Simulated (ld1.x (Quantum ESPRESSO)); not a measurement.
# Logarithmic derivatives: Cr, TM

Cr (Z = 24), norm-conserving Troullier–Martins (Kleinman–Bylander form), made with ld1.x (Quantum ESPRESSO) 7.5 (PBEsol, scalar-relativistic). Core [Ne], reference 3s2 3p6 3d5 4s0.75 4p0.25. Waves: 3p (bound): rc 1.45 bohr; 3d (bound): rc 1.30 bohr; 3s (bound): rc 1.50 bohr. Local part: the s channel. Core correction: none.

Occupied shells without a wave of their own: 4p, 4s. They enter only through the test configuration that unscreens the potential.

The phase is arctan(r·u′/u) with u = r·R(r), unwrapped; energies in Ry, scanned from -7 to 5 Ry. A pole is an energy at which the radial function vanishes at the test radius. The pseudo phase is shifted by a multiple of π to meet the all-electron one at the reference energy, and phase errors are pseudo minus all-electron; the curves can meet again beyond the range given. Levels narrower than the energy grid can be missing from the lists of poles.

```tsv
channel	radius (bohr)	reference energy (Ry)	poles, all-electron	poles, pseudo	unbroken range about the reference energy with phases within 0.05 rad	phase error 1 Ry above the reference energy (rad)
s	1.65	-5.45	-4.88	-4.89	below -1.2	-0.006
p	1.65	-3.36	-2.58	-2.59	below 0.9	-0.005
d	1.65	-0.24	1.03	0.99	below 3.2	-0.008
```

The potential misses its own reference levels by up to 0.7 eV.

Phases in the s channel:

```json
{"E (Ry)": "-7.00", "all-electron": "1.154", "pseudo": "1.146"}
{"E (Ry)": "-6.74", "all-electron": "1.092", "pseudo": "1.082"}
{"E (Ry)": "-6.48", "all-electron": "0.985", "pseudo": "0.972"}
{"E (Ry)": "-6.22", "all-electron": "0.764", "pseudo": "0.745"}
{"E (Ry)": "-5.96", "all-electron": "0.179", "pseudo": "0.154"}
{"E (Ry)": "-5.70", "all-electron": "-0.804", "pseudo": "-0.809"}
{"E (Ry)": "-5.44", "all-electron": "-1.278", "pseudo": "-1.278"}
{"E (Ry)": "-5.18", "all-electron": "-1.465", "pseudo": "-1.466"}
{"E (Ry)": "-4.92", "all-electron": "-1.560", "pseudo": "-1.563"}
{"E (Ry)": "-4.66", "all-electron": "-1.619", "pseudo": "-1.623"}
{"E (Ry)": "-4.40", "all-electron": "-1.659", "pseudo": "-1.665"}
{"E (Ry)": "-4.14", "all-electron": "-1.690", "pseudo": "-1.697"}
{"E (Ry)": "-3.88", "all-electron": "-1.714", "pseudo": "-1.723"}
{"E (Ry)": "-3.62", "all-electron": "-1.735", "pseudo": "-1.746"}
{"E (Ry)": "-3.36", "all-electron": "-1.754", "pseudo": "-1.766"}
{"E (Ry)": "-3.10", "all-electron": "-1.771", "pseudo": "-1.786"}
{"E (Ry)": "-2.84", "all-electron": "-1.787", "pseudo": "-1.804"}
{"E (Ry)": "-2.58", "all-electron": "-1.802", "pseudo": "-1.823"}
{"E (Ry)": "-2.32", "all-electron": "-1.818", "pseudo": "-1.842"}
{"E (Ry)": "-2.06", "all-electron": "-1.833", "pseudo": "-1.862"}
{"E (Ry)": "-1.80", "all-electron": "-1.850", "pseudo": "-1.883"}
{"E (Ry)": "-1.54", "all-electron": "-1.867", "pseudo": "-1.907"}
{"E (Ry)": "-1.28", "all-electron": "-1.885", "pseudo": "-1.932"}
{"E (Ry)": "-1.02", "all-electron": "-1.904", "pseudo": "-1.961"}
{"E (Ry)": "-0.76", "all-electron": "-1.925", "pseudo": "-1.994"}
{"E (Ry)": "-0.50", "all-electron": "-1.948", "pseudo": "-2.033"}
{"E (Ry)": "-0.24", "all-electron": "-1.974", "pseudo": "-2.079"}
{"E (Ry)": "0.02", "all-electron": "-2.003", "pseudo": "-2.136"}
{"E (Ry)": "0.28", "all-electron": "-2.036", "pseudo": "-2.205"}
{"E (Ry)": "0.54", "all-electron": "-2.074", "pseudo": "-2.293"}
{"E (Ry)": "0.80", "all-electron": "-2.119", "pseudo": "-2.408"}
{"E (Ry)": "1.06", "all-electron": "-2.172", "pseudo": "-2.557"}
{"E (Ry)": "1.32", "all-electron": "-2.235", "pseudo": "-2.752"}
{"E (Ry)": "1.58", "all-electron": "-2.312", "pseudo": "-2.996"}
{"E (Ry)": "1.84", "all-electron": "-2.407", "pseudo": "-3.272"}
{"E (Ry)": "2.10", "all-electron": "-2.525", "pseudo": "-3.545"}
{"E (Ry)": "2.36", "all-electron": "-2.670", "pseudo": "-3.780"}
{"E (Ry)": "2.62", "all-electron": "-2.846", "pseudo": "-3.966"}
{"E (Ry)": "2.88", "all-electron": "-3.049", "pseudo": "-4.109"}
{"E (Ry)": "3.14", "all-electron": "-3.268", "pseudo": "-4.217"}
{"E (Ry)": "3.40", "all-electron": "-3.482", "pseudo": "-4.301"}
{"E (Ry)": "3.66", "all-electron": "-3.676", "pseudo": "-4.367"}
{"E (Ry)": "3.92", "all-electron": "-3.841", "pseudo": "-4.421"}
{"E (Ry)": "4.18", "all-electron": "-3.975", "pseudo": "-4.465"}
{"E (Ry)": "4.44", "all-electron": "-4.083", "pseudo": "-4.502"}
{"E (Ry)": "4.70", "all-electron": "-4.171", "pseudo": "-4.533"}
{"E (Ry)": "4.96", "all-electron": "-4.242", "pseudo": "-4.560"}
```
